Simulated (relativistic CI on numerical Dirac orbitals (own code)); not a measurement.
## Br IV: what numerical and physical settings do to a radial Dirac CI calculation

Reference input:

```
atom Br  Z=35  charge=3  electrons=32
nucleus A=79  rms_radius_fm=4.1629
hamiltonian dirac-coulomb  breit=on  qed=on  c_scale=1
orbitals kli  potential=per-configuration
slater_scale 1
correlation none
mixing on
grid step=0.0125 r_max=37.3
scf mixing=0.4 start=green max_iterations=150 tolerance=2e-08 node_fill=0.05
configurations
  [Ar] 3d10 4s2 4p2
end
```

Computed lowest total energy -2600.45881 Ha, first excitation 2477.5 cm⁻¹, 12 SCF steps. Runs with settings changed; * marks those that are bad on purpose:

```
                             Changed    Outcome  Lowest level   ΔE (Ha)  First excitation (cm⁻¹)  SCF steps  Message
                      SCF mixing 0.9  converged      4p2 3P_0  3.73e-11                   2477.5         11         
iteration limit 30, Slater scale 0.6  converged      4p2 3P_0    0.0113                   2822.1         12         
    grid step 0.03, Slater scale 0.6  converged      4p2 3P_0    0.0115                   2822.1         12         
                      SCF mixing 0.1  converged      4p2 3P_0  4.59e-11                   2477.5         13         
                 SCF tolerance 0.3 *  converged      4p2 3P_0     0.107                   2554.2          3         
                   Slater scale -1 *  converged      4p2 1S_0   -0.0805                  21591.6         12
```

With so few configurations and no correlation, terms lie too far apart (by 10 to 50 % near neutrality), their order can be wrong, and levels of other configurations are missing.
